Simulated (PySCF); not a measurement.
B3LYP on Rh⁻ (rhodium, charge -1), [Kr] 4d8 5s2, high-spin 3F determinant. Calculation: PySCF 2.14, in aug-cc-pVTZ-DK (9s8p6d3f2g, 102 functions); the spin-free X2C one-electron Hamiltonian (Gaussian nucleus).

```
cycle= 1 E= -4783.58330044207  delta_E= -0.0245  |g|= 0.0521  |ddm|= 0.813
cycle= 2 E= -4783.58364847266  delta_E= -0.000348  |g|= 0.0446  |ddm|=  0.1
cycle= 3 E= -4783.58392963485  delta_E= -0.000281  |g|= 0.0161  |ddm|= 0.0359
cycle= 4 E= -4783.58403484622  delta_E= -0.000105  |g|= 0.00131  |ddm|= 0.0237
cycle= 5 E= -4783.58404121731  delta_E= -6.37e-06  |g|= 0.000242  |ddm|= 0.0145
cycle= 6 E= -4783.58404152244  delta_E= -3.05e-07  |g|= 7.88e-05  |ddm|= 0.00407
cycle= 7 E= -4783.5840415256  delta_E= -3.16e-09  |g|= 5.07e-06  |ddm|= 0.000128
cycle= 8 E= -4783.58404152564  delta_E= -4.27e-11  |g|= 3.31e-07  |ddm|= 3.51e-05
converged SCF energy = -4783.58404152564  <S^2> = 2.0103494  2S+1 = 3.0068917
```

Highest occupied orbital energy: 0.565 eV; ⟨L²⟩ = 12.02; populations by l: s 10.00, p 18.00, d 18.00, f 0.00.

(1) Can this result be used?

Results:

(1) With care. The calculation finished and met its thresholds. At B3LYP the highest occupied level has a positive energy, so only the finite basis holds that electron; in a semilocal or global hybrid functional this comes from self-interaction and does not mean that the real anion is unbound.
